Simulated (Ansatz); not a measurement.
Born–Oppenheimer molecular dynamics of ClH5Sn (7 atoms, charge 0, multiplicity 1). It starts at the highest image of a converged band. Of that band: A vibrational analysis at the climbing image gives 2 clearly imaginary modes (937i, 89i cm⁻¹): a point of higher order. A lower path may pass nearby, or the ends, which weren't checked, may share the extra mode.

Level of theory: Ansatz 0.2.0, RKS PBE/def2-SVP.

```json
{
 "ensemble": "NVE (velocity Verlet)",
 "time step": "0.5 fs",
 "steps asked": "200",
 "starting velocities drawn for": "300 K",
 "seed": "10919"
}
```

First frame:

```xyz
7
Properties=species:S:1:pos:R:3
Sn -0.195 0.000 -0.132
H -0.037 0.000 1.887
H 1.550 0.000 -0.021
H -0.683 1.491 -0.832
H -0.683 -1.491 -0.832
Cl -2.572 0.000 1.319
H -0.986 0.000 1.909
```

Task: How far do the bonds stretch over the last three quarters of this one trajectory? (Pairs bonded in most of those frames.)

Result: 
```tsv
bond	mean (Å)	spread (Å)	shortest	longest
Sn1–H3	1.740	0.020	1.71	1.79
Sn1–H4	1.730	0.029	1.68	1.78
Sn1–H5	1.737	0.036	1.68	1.80
Sn1–Cl6	2.425	0.189	2.18	2.71
H2–H7	0.781	0.032	0.75	0.90
```

Pairs bonded in part of these frames only: Sn1–H2 9 %, Sn1–H7 9 %.

Mean temperature of the second half: 2286 K. The conserved energy stayed within 0.061 meV per atom of its start (net change 0.041 meV per atom), so the integration is sound. The kinetic energy rose, since the run started high on the potential surface and went downhill. It ends in pieces (ClH3Sn + H2), so much of that is their flight and rotation, not heat. A run of 0.1 ps of so small a system gives no equilibrium averages. The orbitals stay closed-shell, which can raise the energy where a bond breaks towards radicals; this wasn't checked here.

The run took 4.8 min on 1 thread of Arm Neoverse V2 (shared host), peak memory 0.12 GiB.
